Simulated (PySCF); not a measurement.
**Pd⁺ (palladium, charge +1): UHF calculation**

Configuration: [Kr] 4d8 5p1, one real determinant (an excited configuration). Calculation: PySCF 2.14, in aug-cc-pVTZ-PP with one added diffuse shell each of s, p, d, f, g type with ECP28MDF (7s7p6d4f3g, 113 functions); scalar relativity through the core potential.

| Item | Value |
| --- | --- |
| Total energy | -126.116442 hartree |
| One-electron energy | -216.6406 hartree |
| Hartree (Coulomb) energy | 102.1387 hartree |
| Exchange energy | -11.6146 hartree |
| ⟨S²⟩ | 3.7537 |
| ⟨L²⟩ | 14.058 |
| Sum of ⟨r⟩ | 23.04 bohr |
| Sum of ⟨r²⟩ | 43.08 bohr² |
| Traceless quadrupole moment −½Σ⟨3z² − r²⟩ along its main axis | -6.26 e·bohr² |

```json
{"shell": "4s α", "electrons": "1", "mean orbital energy (eV)": "-124.97", "spread (eV)": "0", "rms radius, mean of both spins (bohr)": "1.02"}
{"shell": "4s β", "electrons": "1", "mean orbital energy (eV)": "-120.85", "spread (eV)": "0", "rms radius, mean of both spins (bohr)": "1.02"}
{"shell": "4p α", "electrons": "3", "mean orbital energy (eV)": "-85.847", "spread (eV)": "0.059", "rms radius, mean of both spins (bohr)": "1.12"}
{"shell": "4p β", "electrons": "3", "mean orbital energy (eV)": "-80.778", "spread (eV)": "0.286", "rms radius, mean of both spins (bohr)": "1.12"}
{"shell": "4d α", "electrons": "5", "mean orbital energy (eV)": "-27.283", "spread (eV)": "1.454", "rms radius, mean of both spins (bohr)": "1.50"}
{"shell": "4d β", "electrons": "3", "mean orbital energy (eV)": "-25.380", "spread (eV)": "0.286", "rms radius, mean of both spins (bohr)": "1.50"}
{"shell": "5p α", "electrons": "1", "mean orbital energy (eV)": "-10.272", "spread (eV)": "0", "rms radius, mean of both spins (bohr)": "3.94"}
```

⟨L²⟩ = 14.06 against 20 for a pure G term, so this real determinant mixes terms. Energies and moments cover only the electrons outside the core potential.
